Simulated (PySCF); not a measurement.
C4H9, charge -1, singlet, at a GFN2-xTB geometry; PySCF with MP2/6-31G**.

Here is a job for PySCF.
```python
from pyscf import gto, scf, mp

mol = gto.M(
    atom='''
C     0.003607    0.072759    0.358527
H     0.014130   -0.024556    1.491846
C     0.001972    1.489052   -0.212949
H    -0.878369    2.022651    0.264792
H     0.894098    2.017892    0.247925
C     1.242518   -0.686502   -0.130181
H     1.272518   -0.673301   -1.219109
H     2.148534   -0.203547    0.235865
H     1.247660   -1.730211    0.209644
C    -1.248439   -0.679813   -0.106477
H    -1.299085   -0.666395   -1.194638
H    -1.252717   -1.723497    0.233437
H    -2.144719   -0.192018    0.276719
''',
    basis='6-31g**',
    charge=-1,
    spin=0,
    verbose=4,
)

mf = scf.RHF(mol)
mf.kernel()

pt = mp.MP2(mf, frozen=4)
pt.kernel()
print('E(MP2) = %.10f' % pt.e_tot)
```

It wrote (shortened):

```
PySCF version 2.14.0

[INPUT] verbose = 4
[INPUT] num. atoms = 13
[INPUT] num. electrons = 34
[INPUT] charge = -1
[INPUT] spin (= nelec alpha-beta = 2S) = 0
[INPUT] symmetry False subgroup None
[INPUT] Mole.unit = angstrom
[INPUT] Symbol           X                Y                Z      unit          X                Y                Z       unit  Magmom
[INPUT]  1 C      0.003607000000   0.072759000000   0.358527000000 AA    0.006816242131   0.137494583097   0.677517838262 Bohr   0.0
[INPUT]  2 H      0.014130000000  -0.024556000000   1.491846000000 AA    0.026701830140  -0.046404114715   2.819180360028 Bohr   0.0
[INPUT]  3 C      0.001972000000   1.489052000000  -0.212949000000 AA    0.003726539918   2.813900465236  -0.402415288500 Bohr   0.0
[INPUT]  4 H     -0.878369000000   2.022651000000   0.264792000000 AA   -1.659876846308   3.822256435578   0.500384359976 Bohr   0.0
[INPUT]  5 H      0.894098000000   2.017892000000   0.247925000000 AA    1.689600348521   3.813263228951   0.468510349433 Bohr   0.0
[INPUT]  6 C      1.242518000000  -0.686502000000  -0.130181000000 AA    2.348018724842  -1.297300763966  -0.246006436622 Bohr   0.0
[INPUT]  7 H      1.272518000000  -0.673301000000  -1.219109000000 AA    2.404710508579  -1.272354489396  -2.303782125992 Bohr   0.0
[INPUT]  8 H      2.148534000000  -0.203547000000   0.235865000000 AA    4.060140829316  -0.384648083477   0.445720252371 Bohr   0.0
[INPUT]  9 H      1.247660000000  -1.730211000000   0.209644000000 AA    2.357735696575  -3.269624927710   0.396169743658 Bohr   0.0
[INPUT] 10 C     -1.248439000000  -0.679813000000  -0.106477000000 AA   -2.359207793226  -1.284660385919  -0.201212368565 Bohr   0.0
[INPUT] 11 H     -1.299085000000  -0.666395000000  -1.194638000000 AA   -2.454914862531  -1.259304040780  -2.257538637998 Bohr   0.0
[INPUT] 12 H     -1.252717000000  -1.723497000000   0.233437000000 AA   -2.367292041587  -3.256937306510   0.441131997340 Bohr   0.0
[INPUT] 13 H     -2.144719000000  -0.192018000000   0.276719000000 AA   -4.052931524151  -0.362861430987   0.522923123464 Bohr   0.0

nuclear repulsion = 126.185885751491
number of shells = 51
number of NR pGTOs = 171
number of NR cGTOs = 101
basis = 6-31g**
ecp = {}

******** <class 'pyscf.scf.hf.RHF'> ********
method = RHF
initial guess = minao
damping factor = 0
level_shift factor = 0
DIIS = <class 'pyscf.scf.diis.CDIIS'>
diis_start_cycle = 1
diis_space = 8
diis_damp = 0
SCF conv_tol = 1e-09
SCF conv_tol_grad = None
SCF max_cycles = 50
direct_scf = True
direct_scf_tol = 1e-13
Set gradient conv threshold to 3.16228e-05
Initial guess from minao.
init E= -156.948591179849
  HOMO = -0.157685495207408  LUMO = 0.146863712158398  gap/eV = 8.28721
cycle= 1 E= -156.525332813673  delta_E= 0.423  |g|= 0.455  |ddm|=  2.9
  HOMO = 0.0722398793856707  LUMO = 0.403900613446185  gap/eV = 9.02495
cycle= 2 E= -156.584052810112  delta_E= -0.0587  |g|= 0.187  |ddm|= 0.841
  HOMO = -0.0222127168920885  LUMO = 0.403207351054042  gap/eV = 11.57627
cycle= 3 E= -156.593887448661  delta_E= -0.00983  |g|= 0.0478  |ddm|= 0.303
  HOMO = -0.0150105444434452  LUMO = 0.406065127322335  gap/eV = 11.45805
cycle= 4 E= -156.59476836559  delta_E= -0.000881  |g|= 0.00688  |ddm|= 0.0815
  HOMO = -0.0149066564143343  LUMO = 0.405919970254661  gap/eV = 11.45128
cycle= 5 E= -156.594799473285  delta_E= -3.11e-05  |g|= 0.00291  |ddm|= 0.0288
  HOMO = -0.0149583153175961  LUMO = 0.405995214584805  gap/eV = 11.45473
cycle= 6 E= -156.594805447136  delta_E= -5.97e-06  |g|= 0.00101  |ddm|= 0.0139
  HOMO = -0.0151155064146655  LUMO = 0.405999156256355  gap/eV = 11.45911
cycle= 7 E= -156.594806545171  delta_E= -1.1e-06  |g|= 0.000269  |ddm|= 0.00742
  HOMO = -0.0151472957184309  LUMO = 0.406021983655247  gap/eV = 11.46060
cycle= 8 E= -156.594806631977  delta_E= -8.68e-08  |g|= 8.19e-05  |ddm|= 0.00219
  HOMO = -0.0151469530580783  LUMO = 0.406014924355085  gap/eV = 11.46040
cycle= 9 E= -156.594806637168  delta_E= -5.19e-09  |g|= 2.63e-05  |ddm|= 0.000396
  HOMO = -0.0151457105062835  LUMO = 0.406017087660025  gap/eV = 11.46042
cycle= 10 E= -156.594806637932  delta_E= -7.64e-10  |g|= 6.94e-06  |ddm|= 0.000174
  HOMO = -0.0151449583662986  LUMO = 0.406016897718021  gap/eV = 11.46040
Extra cycle  E= -156.594806637976  delta_E= -4.37e-11  |g|= 3.34e-06  |ddm|= 2.92e-05
converged SCF energy = -156.594806637976

******** <class 'pyscf.mp.mp2.RMP2'> ********
nocc = 13, nmo = 97
frozen orbitals 4
E(RMP2) = -157.187222057034  E_corr = -0.592415419057978
E(SCS-RMP2) = -157.19241126146  E_corr = -0.59760462348413
E_corr(same-spin) = -0.130723706983203
E_corr(oppo-spin) = -0.461691712074774
E(MP2) = -157.1872220570
```
